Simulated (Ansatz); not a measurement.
# CH3ClF2Si (SMILES C[Si](F)(F)Cl): methods side by side

CH3ClF2Si: 8 atoms, total charge 0, spin state singlet. As SMILES, `C[Si](F)(F)Cl`. Geometry: optimised at B3LYP/def2-SVP.

```xyz
8

C    -0.8159   -0.3004    0.5170
Si    0.6935    0.1564   -0.4409
F     2.0153   -0.4835    0.2268
F     0.6202   -0.4250   -1.9439
Cl    0.9713    2.1863   -0.5647
H    -0.9252   -1.3959    0.5557
H    -0.7506    0.0809    1.5477
H    -1.7163    0.1241    0.0467
```

Each level gives the dissociation energy of the Si2–C1 bond into doublet SiClF2 and doublet CH3 (shapes relaxed at B3LYP/def2-SVP, no zero-point term) (eV). The values are calculated.

```json
{"level": "HF/def2-SVP", "kind": "Hartree–Fock", "program": "Ansatz", "value (eV)": "3.47", "CPU time (all runs)": "1.3 s"}
{"level": "PBE/def2-SVP", "kind": "GGA", "program": "Ansatz", "value (eV)": "4.34", "CPU time (all runs)": "3.6 s"}
{"level": "r2SCAN/def2-SVP", "kind": "meta-GGA", "program": "Ansatz", "value (eV)": "4.25", "CPU time (all runs)": "8.5 s"}
{"level": "B3LYP/def2-SVP", "kind": "global hybrid", "program": "Ansatz", "value (eV)": "4.27", "CPU time (all runs)": "4.5 s"}
{"level": "wB97M-V/def2-SVP", "kind": "range-separated hybrid", "program": "Ansatz", "value (eV)": "4.71", "CPU time (all runs)": "22 s"}
{"level": "MP2/def2-SVP", "kind": "perturbation theory", "program": "Ansatz", "value (eV)": "4.45", "CPU time (all runs)": "1.6 s"}
```

The values span 3.47 to 4.71 eV. Hartree–Fock misses the correlation of the electron pair that is broken and comes out low. Measured bond enthalpies also hold zero-point and thermal terms, a few tenths of an eV less. CPU times are rough (shared hosts, several kinds of processor): they show what a rung costs within a factor of a few.
